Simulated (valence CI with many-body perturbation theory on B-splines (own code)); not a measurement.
# Level structure of Ce43+

Level of theory: configuration interaction combined with many-body perturbation theory (CI+MBPT): five valence electrons over a frozen Dirac-Fock core [Ne], radial functions for each j: 11 s, 11 p, 10 d, 8 f, 5 g, 2 h, with the one-electron correlation potential Σ1, the two-electron term Σ2, the three-electron term Σ3, Breit, model QED; selected CI, second order for the rest, scaled by the run's own slope (own B-spline code, finite nucleus).

No measured spectrum was set against this ion. As an estimate, large intervals hold to a few tenths of a per cent, small ones and those within an open d or f shell to about a per cent. Among the levels kept, up to 3200 cm⁻¹ of a level comes from second order outside the variational space, and about a tenth of that is noise between levels of different J, which matters for small intervals.

Levels 1 to 45 of 170, with energies above the lowest level, (3s^2 3p1/2^2 3p3/2) J=3/2. "Leading %" is the weight of the configuration and term that name the level; weights of strongly mixed levels are sums over their largest components and can fall short. In the jj column 3d3/2^4 stands for four electrons in 3d with j = 3/2. Lifetimes count E1, E2, E3, M1 and M2 decay at the calculated energies, and are blank where another channel may lead or the interval is too uncertain; long ones can be off by a factor of two.

```
No.  Configuration  Term    J  E (eV)  Leading %                     Leading jj  Lifetime
  1        3s2 3p3   2P°  3/2    0.00         45      3s^2 3p1/2^2 3p3/2 (98 %)          
  2        3s2 3p3   4S°  3/2  102.00         53      3s^2 3p1/2 3p3/2^2 (98 %)   90.4 ns
  3        3s2 3p3   2D°  5/2  110.95         99      3s^2 3p1/2 3p3/2^2 (99 %)    489 ns
  4        3s2 3p3   2P°  1/2  122.03         98      3s^2 3p1/2 3p3/2^2 (98 %)    128 ns
  5     3s2 3p2 3d    4F  3/2  167.07         36      3s^2 3p1/2^2 3d3/2 (97 %)    259 ps
  6     3s2 3p2 3d    2D  5/2  197.89         22      3s^2 3p1/2^2 3d5/2 (80 %)   29.6 ps
  7         3s 3p4    4P  5/2  224.31         58      3s 3p1/2^2 3p3/2^2 (75 %)   9.55 ps
  8        3s2 3p3   2P°  3/2  225.34         53            3s^2 3p3/2^3 (97 %)   43.0 ns
  9         3s 3p4    2S  1/2  243.81         50      3s 3p1/2^2 3p3/2^2 (83 %)   7.90 ps
 10         3s 3p4    2P  3/2  244.29         28      3s 3p1/2^2 3p3/2^2 (70 %)   5.10 ps
 11     3s2 3p2 3d    2F  5/2  268.21         47  3s^2 3p1/2 3p3/2 3d3/2 (97 %)    334 ps
 12     3s2 3p2 3d    4F  3/2  269.62         32  3s^2 3p1/2 3p3/2 3d3/2 (93 %)   24.0 ps
 13     3s2 3p2 3d    4D  1/2  270.07         78  3s^2 3p1/2 3p3/2 3d3/2 (98 %)    212 ps
 14     3s2 3p2 3d    2G  7/2  276.95         43  3s^2 3p1/2 3p3/2 3d3/2 (93 %)    182 ns
 15     3s2 3p2 3d    4D  7/2  294.09         47  3s^2 3p1/2 3p3/2 3d5/2 (99 %)   2.90 ns
 16     3s2 3p2 3d    2P  3/2  297.01         37  3s^2 3p1/2 3p3/2 3d5/2 (80 %)   69.9 ps
 17     3s2 3p2 3d    4P  5/2  297.78         30  3s^2 3p1/2 3p3/2 3d3/2 (63 %)   1.74 ps
 18     3s2 3p2 3d    2D  5/2  302.52         40  3s^2 3p1/2 3p3/2 3d5/2 (68 %)   6.41 ps
 19     3s2 3p2 3d    2G  9/2  303.56         57  3s^2 3p1/2 3p3/2 3d5/2 (98 %)   6.71 μs
 20     3s2 3p2 3d    2D  3/2  303.86         25  3s^2 3p1/2 3p3/2 3d3/2 (77 %)    879 fs
 21     3s2 3p2 3d    2P  1/2  304.15         39  3s^2 3p1/2 3p3/2 3d3/2 (86 %)   1.19 ps
 22     3s2 3p2 3d    2F  7/2  321.01         48  3s^2 3p1/2 3p3/2 3d5/2 (88 %)   6.30 ps
 23     3s2 3p2 3d    2D  5/2  322.93         38  3s^2 3p1/2 3p3/2 3d5/2 (80 %)   2.89 ps
 24     3s2 3p2 3d    2D  3/2  326.24         57  3s^2 3p1/2 3p3/2 3d5/2 (82 %)   7.32 ps
 25     3s2 3p2 3d    2P  1/2  327.96         45  3s^2 3p1/2 3p3/2 3d5/2 (82 %)   5.03 ps
 26         3s 3p4    4P  3/2  339.83         44        3s 3p1/2 3p3/2^3 (63 %)   3.47 ps
 27         3s 3p4    2D  5/2  349.76         60        3s 3p1/2 3p3/2^3 (71 %)   3.53 ps
 28         3s 3p4    2P  1/2  365.25         39        3s 3p1/2 3p3/2^3 (64 %)   1.85 ps
 29         3s 3p4    2P  3/2  365.73         45        3s 3p1/2 3p3/2^3 (73 %)   1.73 ps
 30      3s 3p3 3d   4D°  5/2  384.05         28  3s 3p1/2^2 3p3/2 3d3/2 (90 %)   56.1 ps
 31      3s 3p3 3d   6D°  3/2  385.65         33  3s 3p1/2^2 3p3/2 3d3/2 (91 %)   36.1 ps
 32      3s 3p3 3d   6D°  1/2  386.54         41  3s 3p1/2^2 3p3/2 3d3/2 (91 %)   63.8 ps
 33      3s 3p3 3d   6D°  7/2  389.72         28  3s 3p1/2^2 3p3/2 3d3/2 (79 %)   71.9 ps
 34      3s 3p3 3d   4F°  3/2  403.03         28  3s 3p1/2^2 3p3/2 3d3/2 (70 %)   8.41 ps
 35     3s2 3p2 3d    2D  5/2  403.10         32      3s^2 3p3/2^2 3d3/2 (81 %)   1.40 ps
 36     3s2 3p2 3d    2F  7/2  403.99         46      3s^2 3p3/2^2 3d3/2 (70 %)   2.34 ps
 37     3s2 3p2 3d    2D  3/2  404.45         25      3s^2 3p3/2^2 3d3/2 (77 %)   1.07 ps
 38     3s2 3p2 3d    2P  1/2  404.63         35      3s^2 3p3/2^2 3d3/2 (74 %)   1.10 ps
 39     3s2 3p2 3d    2F  7/2  408.89         60      3s^2 3p3/2^2 3d5/2 (75 %)   7.87 ps
 40     3s2 3p2 3d    4F  9/2  410.14         56      3s^2 3p3/2^2 3d5/2 (98 %)   78.0 ns
 41      3s 3p3 3d   4F°  9/2  410.36         42  3s 3p1/2^2 3p3/2 3d5/2 (94 %)   63.6 ps
 42     3s2 3p2 3d    2P  1/2  412.75         38      3s^2 3p3/2^2 3d5/2 (81 %)   25.9 ps
 43      3s 3p3 3d   4G°  5/2  415.52         28  3s 3p1/2^2 3p3/2 3d3/2 (82 %)   4.14 ps
 44      3s 3p3 3d   4D°  1/2  418.43         47  3s 3p1/2^2 3p3/2 3d3/2 (85 %)   3.68 ps
 45     3s2 3p2 3d    2D  3/2  419.24         64      3s^2 3p3/2^2 3d3/2 (84 %)   1.51 ps
```

The ionisation energy to 3s2 3p2 3P_0 of the next ion comes out as 3368 eV (NIST: 3366 ± 4 eV (theoretical)). All 170 levels together are meant to be complete up to 654.29 eV.
